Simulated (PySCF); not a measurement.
C₉H₇NSi.
Cartesian coordinates in Å at the PBE0-D3(BJ)/def2-SVP level; atoms count from 1:
```xyz
18
C9H7NSi angstrom
N     -4.3601   -1.9345    0.7393
C     -3.3662   -1.3546    0.5974
C     -2.1338   -0.6451    0.4250
C     -2.1475    0.7437    0.2349
C     -0.9453    1.4330    0.0701
C      0.2657    0.7494    0.0938
C      0.2752   -0.6540    0.2851
C     -0.9189   -1.3494    0.4504
C      1.6130   -1.2749    0.2932
C      2.6789   -0.4654    0.1219
Si     2.0631    1.2912   -0.0801
H     -3.1012    1.2741    0.2180
H     -0.9708    2.5159   -0.0766
H     -0.9225   -2.4314    0.5994
H      1.6945   -2.3584    0.4364
H      3.6996   -0.8534    0.1169
H      2.5049    2.2296    0.9952
H      2.3718    1.9086   -1.4051
```

The closed-shell ground state was solved at several levels (PySCF, density fitting, gas phase, non-relativistic).

```tsv
level	basis functions	total energy (Eh)	HOMO (eV)	LUMO (eV)	gap (eV)	dipole (D)
PBE0/pcSseg-1	229	-690.7301	-7.24	-2.22	5.02	4.51
KT2/pcSseg-2	501	-701.3253	-6.29	-3.01	3.28	4.45
```

Question: Estimate the row for CAM-B3LYP/def2-SVPD, a basis of 280 functions; the other rows only guide the guess.

Answer: Total energy -690.8022 Eh, HOMO -8.37 eV, LUMO -1.15 eV, gap 7.22 eV, dipole 4.61 D.

Question: Over all these levels, which gives the widest orbital gap and which the narrowest?

Answer: CAM-B3LYP/def2-SVPD (range-separated hybrid) has the widest, 7.22 eV, and KT2/pcSseg-2 (GGA) the narrowest, 3.28 eV. Functional and basis both differ between the two, so the spread mixes both effects.

Question: How far do the dipole and the HOMO energy spread over the levels?

Answer: The dipole runs from 4.45 to 4.61 D (mean 4.53 D) and the HOMO from -8.37 to -6.29 eV.
